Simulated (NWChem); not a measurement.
Molecule: GeSiH5Cl; SMILES [Cl][GeH2][SiH3]

```xyz
8

Si     0.6630    -1.8851     0.0000
Ge    -0.6702     0.0900     0.0000
Cl     0.7311     1.7583     0.0000
H     -0.2199    -3.0917     0.0000
H      1.5193    -1.8930    -1.2219
H      1.5193    -1.8930     1.2219
H     -1.5420     0.2492     1.2585
H     -1.5420     0.2492    -1.2585
```
Atoms are numbered in this order, from 1.

Program: NWChem. Structure relaxed at the PBE0/def2-SVP level. Total energies compare along this basis series because the functional is fixed.

```json
[
 {"level": "Hartree-Fock/pcseg-1", "basis functions": "88", "energy (Ha)": "-2826.4176", "highest occupied level (eV)": "-10.99", "orbital gap (eV)": "(withheld)", "dipole (D)": "(withheld)"},
 {"level": "Hartree-Fock/aug-pcseg-1", "basis functions": "135", "energy (Ha)": "-2826.4258", "highest occupied level (eV)": "-10.94", "orbital gap (eV)": "11.74", "dipole (D)": "2.47"},
 {"level": "Hartree-Fock/pcseg-2", "basis functions": "181", "energy (Ha)": "-2826.7858", "highest occupied level (eV)": "-10.91", "orbital gap (eV)": "13.21", "dipole (D)": "2.45"},
 {"level": "Hartree-Fock/STO-3G", "basis functions": "41", "energy (Ha)": "-2794.9256", "highest occupied level (eV)": "-8.88", "orbital gap (eV)": "17.26", "dipole (D)": "3.44"},
 {"level": "Hartree-Fock/def2-SVP", "basis functions": "93", "energy (Ha)": "-2826.2477", "highest occupied level (eV)": "-10.87", "orbital gap (eV)": "13.74", "dipole (D)": "2.34"}
]
```

Question: Fill in the missing entries.

Answer: 
- Hartree-Fock/pcseg-1, orbital gap (eV): 13.44
- Hartree-Fock/pcseg-1, dipole (D): 2.73
